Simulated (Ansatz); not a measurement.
Isolated molecules relaxed with PBE0-D4/def2-TZVP in Ansatz; ΔE leaves out vibrations. CCSD(T)/CBS is the MP2 limit (def2-TZVPP, def2-QZVPP) plus CCSD(T) − MP2 in def2-TZVPP, frozen cores. This one scheme is used for every species. DFT in def2-TZVPP. B3LYP here is the variant with VWN-RPA as its local correlation; programs differ in this. For Zn outer-core shells are correlated without core-valence functions, which leaves a few kJ/mol of doubt a bond. Scalar relativity is left out up to krypton. One conformer a species, not always the lowest.

Reaction (cleavage of the B–Si bond): `O[SiH2][BH][ZnH]` + CH₃OH → `CO[BH][ZnH]` + `O[SiH3]`

```json
{"level": "PBE-D4", "ΔE (kJ/mol)": "-147.4", "difference from CCSD(T)/CBS": "4.0"}
{"level": "ωB97M-V", "ΔE (kJ/mol)": "-157.0", "difference from CCSD(T)/CBS": "-5.6"}
{"level": "PBE", "ΔE (kJ/mol)": "-149.1", "difference from CCSD(T)/CBS": "2.3"}
{"level": "r2SCAN", "ΔE (kJ/mol)": "-153.0", "difference from CCSD(T)/CBS": "-1.6"}
{"level": "PBE0", "ΔE (kJ/mol)": "-146.8", "difference from CCSD(T)/CBS": "4.6"}
{"level": "B3LYP", "ΔE (kJ/mol)": "-159.9", "difference from CCSD(T)/CBS": "-8.5"}
{"level": "MP2/def2-TZVPP", "ΔE (kJ/mol)": "-160.9", "difference from CCSD(T)/CBS": "-9.5"}
{"level": "CCSD(T)/def2-TZVPP", "ΔE (kJ/mol)": "-154.0", "difference from CCSD(T)/CBS": "-2.6"}
{"level": "HF/def2-QZVPP", "ΔE (kJ/mol)": "-156.6", "difference from CCSD(T)/CBS": "-5.2"}
{"level": "CCSD/CBS(def2)", "ΔE (kJ/mol)": "-149.4", "difference from CCSD(T)/CBS": "2.0"}
{"level": "CCSD(T)/CBS", "ΔE (kJ/mol)": "-151.4", "difference from CCSD(T)/CBS": "0"}
```

Largest T1 diagnostic among the species: 0.016.
